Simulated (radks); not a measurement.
Charge is removed step by step from the 1s down level of the indium ion In47+, starting from 1s(up 1, down 1). Method: scalar-relativistic Kohn-Sham, r2SCAN, spin-polarised, spherical densities, finite nucleus; meta-GGA in the generalised Kohn-Sham scheme; Fermi nuclear charge, rms radius 4.6156 fm; computed with a radial shooting solver on a logarithmic mesh with Libxc functionals.

removed (e)  E - E(0) (eV)  eigenvalue (eV)
0                    0.000           -32628
0.125               4083.6           -32710
0.25                8177.4           -32791
0.375              12280.9           -32867
0.5                16393.9           -32940
0.625                20515           -33006
0.75                 24645           -33061
0.875                28780           -33093

The mean slope of the eigenvalue, de/dn, is 532 eV per electron.
